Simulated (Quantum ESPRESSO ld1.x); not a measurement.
Excited configurations of Se+: one electron is placed in a higher orbital outside [Ar] 3d10 4s2 4p2. The ground configuration is [Ar] 3d10 4s2 4p3. Method: scalar-relativistic Kohn-Sham, LDA (Slater exchange, Perdew-Wang correlation), spin-polarised, spherical densities, point nucleus; open shells are filled with parallel spins first; computed with ld1.x of Quantum ESPRESSO 7.5. Excitation = E - E(ground); binding = E(ion) - E, where the ion is the core of charge +2; n* = 2/sqrt(2 binding) in atomic units, and the quantum defect is n - n*.

4d: excitation (eV) 13.018; binding (eV) 8.349; n* 2.553; quantum defect 1.447; eigenvalue (eV) -5.536; <r> (bohr) 3.659
4f: excitation (eV) 17.737; binding (eV) 3.630; n* 3.872; quantum defect 0.128; eigenvalue (eV) -2.592; <r> (bohr) 8.251
5s: excitation (eV) 11.641; binding (eV) 9.726; n* 2.366; quantum defect 2.634; eigenvalue (eV) -7.617; <r> (bohr) 4.448
5f: excitation (eV) 18.921; binding (eV) 2.445; n* 4.718; quantum defect 0.282; eigenvalue (eV) -1.865; <r> (bohr) 14.22
6p: excitation (eV) 17.362; binding (eV) 4.005; n* 3.687; quantum defect 2.313; eigenvalue (eV) -3.183; <r> (bohr) 10.22
6d: excitation (eV) 18.632; binding (eV) 2.734; n* 4.461; quantum defect 1.539; eigenvalue (eV) -2.168; <r> (bohr) 14.22
7d: excitation (eV) 19.493; binding (eV) 1.873; n* 5.390; quantum defect 1.610; eigenvalue (eV) -1.513; <r> (bohr) 21.53
7f: excitation (eV) 20.075; binding (eV) 1.292; n* 6.491; quantum defect 0.509; eigenvalue (eV) -1.040; <r> (bohr) 30.46

The Delta-SCF ionisation energy is 21.367 eV (NIST Atomic Spectra Database: 21.20 eV, measured). Self-interaction in the functional shifts the binding energies and quantum defects, so they are the method's values and not measured ones. Open shells are spherical and high-spin; term and fine-structure splittings are not resolved.
